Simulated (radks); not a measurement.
Spherical jellium clusters: N electrons in a uniform positive sphere of charge N and radius rs N^(1/3), rs = 2.3 bohr. Calculated with a radial shooting solver with Libxc functionals: non-relativistic Kohn-Sham, exchange-only LDA, spin-polarised, spherical densities. Levels are named by radial order and angular momentum (1s, 1p, 1d, 2s, ...), and open shells are averaged over m.

N = 10, configuration 1s2 1p6 1d(up 2, down 0). This is the lowest configuration that the search found. Occupied and some empty levels:

| level | occupation | eigenvalue (eV) | <r> (bohr) |
|---|---|---|---|
| 1s up | 1 | -8.5306 | 3.293 |
| 1s down | 1 | -8.1803 | 3.158 |
| 1p up | 3 | -5.3012 | 4.226 |
| 1p down | 3 | -4.6819 | 4.123 |
| 1d up | 2 | -1.8929 | 5.378 |
| 2s up | 0 | -1.7207 | 6.058 |
| 2s down | 0 | -1.1301 | 6.141 |
| 1d down | 0 | -1.1219 | 5.383 |
| 2p up | 0 | -0.19726 | 11.11 |

Energy (eV): total 3.03017, kinetic 42.682, external -616.17, Hartree 290.50, exchange-correlation -43.470, background 329.49.
